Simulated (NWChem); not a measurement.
System: C₄H₃N₂, doublet; SMILES n1c[c]cnc1

Output (shortened):

```
             Northwest Computational Chemistry Package (NWChem) 7.3.0
             --------------------------------------------------------

                             Geometry "geometry" -> ""
                             -------------------------

 Output coordinates in angstroms (scale by  1.889725989 to convert to a.u.)

  No.       Tag          Charge          X              Y              Z
 ---- ---------------- ---------- -------------- -------------- --------------
    1 C                    6.0000     0.00000000     0.00000000     1.36503800
    2 C                    6.0000     1.20211800     0.00000000     0.69013200
    3 N                    7.0000     1.20079500     0.00000000    -0.65793000
    4 C                    6.0000     0.00000000     0.00000000    -1.24549400
    5 N                    7.0000    -1.20079500     0.00000000    -0.65793000
    6 C                    6.0000    -1.20211800     0.00000000     0.69013200
    7 H                    1.0000     2.17003300     0.00000000     1.18588100
    8 H                    1.0000     0.00000000     0.00000000    -2.33392900
    9 H                    1.0000    -2.17003300     0.00000000     1.18588100

 Effective nuclear repulsion energy (a.u.)     199.3795817717

                                 NWChem DFT Module
                                 -----------------

 Summary of "ao basis" -> "ao basis" (spherical)
 ------------------------------------------------------------------------------
       Tag                 Description            Shells   Functions and Types
 ---------------- ------------------------------  ------  ---------------------
 C                          def2-svp                 6       14   3s2p1d
 N                          def2-svp                 6       14   3s2p1d
 H                          def2-svp                 3        5   2s1p

 in cosmo_initialize ...
 calling solv_data for solv:etoac

 solvent parameters
 solvname_short: etoac
 solvname_long:  ethyl acetate
 dielec:        5.9867
 dielecinf:     1.8832
 nonaqueous SMD model solvent descriptors
 dielec:        5.9867
 sola:          0.0000
 solb:          0.4500
 solc:          0.0000
 solg:         33.6700
 solh:          0.0000
 soln:          1.3723

          ---------------
          -cosmo- solvent
          ---------------
 Cosmo: York-Karplus, doi: 10.1021/jp992097l
 dielectric constant -eps-     =   5.99
 screen = (eps-1)/(eps    )    =   0.83296
 surface charge correction     = lagrangian

[...]

                                COSMO-SMD solvation results
                                ---------------------------

             internal energy in gas <Psi(g)|H|Psi(g)> =      -263.438040695395
         internal energy in solvent <Psi(s)|H|Psi(s)> =      -263.437377229737
                               delta internal energy  =         0.000663465658 (    0.42 kcal/mol)
   total free energy in solvent <Psi(s)|H+V/2|Psi(s)> =      -263.444578333960
 polarization energy contribution <Psi(s)|V/2|Psi(s)> =        -0.007201104223 (   -4.52 kcal/mol)
    total free energy in solvent including G(SMD-CDS) =      -263.447452972928
                       G(SMD-CDS) energy contribution =        -0.002874638968 (   -1.80 kcal/mol)
     1 M fixed-concentration free energy of solvation =        -0.009412277533 (   -5.91 kcal/mol)

                    DFT Final Alpha Molecular Orbital Analysis
                    ------------------------------------------

 Vector   19  Occ=1.000000D+00  E=-3.051323D-01
              MO Center=  1.5D-09,  7.5D-12,  3.5D-01, r^2= 2.6D+00
   Bfn.  Coefficient  Atom+Function         Bfn.  Coefficient  Atom+Function
  ----- ------------  ---------------      ----- ------------  ---------------
     5      0.398997  1 C  py                47     -0.305757  4 C  py
     8      0.254554  1 C  py                19      0.208700  2 C  py
    75      0.208700  6 C  py                50     -0.200167  4 C  py
    33      0.163109  3 N  py                61      0.163109  5 N  py
    22      0.119000  2 C  py                78      0.119000  6 C  py

 Vector   20  Occ=1.000000D+00  E=-2.756535D-01
              MO Center= -3.7D-08,  9.7D-12, -5.1D-01, r^2= 3.2D+00
   Bfn.  Coefficient  Atom+Function         Bfn.  Coefficient  Atom+Function
  ----- ------------  ---------------      ----- ------------  ---------------
    32      0.372343  3 N  px                60      0.372343  5 N  px
    35     -0.275428  3 N  px                63     -0.275428  5 N  px
    46      0.192244  4 C  px                 4     -0.186670  1 C  px
     7     -0.159782  1 C  px                34     -0.146833  3 N  pz
    62      0.146833  5 N  pz                85      0.121464  7 H  s

 Vector   21  Occ=1.000000D+00  E=-2.651507D-01
              MO Center= -7.6D-09,  2.1D-10,  6.3D-01, r^2= 3.2D+00
   Bfn.  Coefficient  Atom+Function         Bfn.  Coefficient  Atom+Function
  ----- ------------  ---------------      ----- ------------  ---------------
     6      0.492491  1 C  pz                 9      0.330424  1 C  pz
    34     -0.245100  3 N  pz                62     -0.245100  5 N  pz
     3      0.230154  1 C  s                 37      0.165127  3 N  pz
    65      0.165127  5 N  pz                20     -0.153655  2 C  pz
    76     -0.153655  6 C  pz                90      0.135298  8 H  s

 Vector   22  Occ=0.000000D+00  E=-5.931492D-02
              MO Center= -1.5D-10,  1.2D-10,  2.4D-01, r^2= 3.1D+00
   Bfn.  Coefficient  Atom+Function         Bfn.  Coefficient  Atom+Function
  ----- ------------  ---------------      ----- ------------  ---------------
    22      0.403849  2 C  py                78     -0.403849  6 C  py
    19      0.373429  2 C  py                75     -0.373429  6 C  py
    36     -0.336959  3 N  py                64      0.336959  5 N  py
    33      0.298373  3 N  py                61     -0.298373  5 N  py
    10      0.035859  1 C  d -2              52     -0.033276  4 C  d -2

[...]
```

Level: B3LYP/def2-SVP, spin-unrestricted, SMD on the gas-phase geometry. In the optimisation the excess spin sits in a1 (C2v, its own frame). Structure relaxed at the B3LYP/6-31G* (spherical d), spin-unrestricted level. No stability test was run on the SCF state. Solvent: ethyl acetate.

### Question
Write an input that gives this output.

### Answer
One answer among several that fit: the input that was run:
```
start job
memory heap 200 mb stack 900 mb global 1100 mb
geometry units angstroms noautosym nocenter noautoz
  C      0.000000     0.000000     1.365038
  C      1.202118     0.000000     0.690132
  N      1.200795     0.000000    -0.657930
  C      0.000000     0.000000    -1.245494
  N     -1.200795     0.000000    -0.657930
  C     -1.202118     0.000000     0.690132
  H      2.170033     0.000000     1.185881
  H      0.000000     0.000000    -2.333929
  H     -2.170033     0.000000     1.185881
end
basis spherical
  * library def2-svp
end
dft
  odft
  mult 2
  xc b3lyp
  iterations 150
end
cosmo
  do_cosmo_smd true
  solvent etoac
end
task dft energy
```
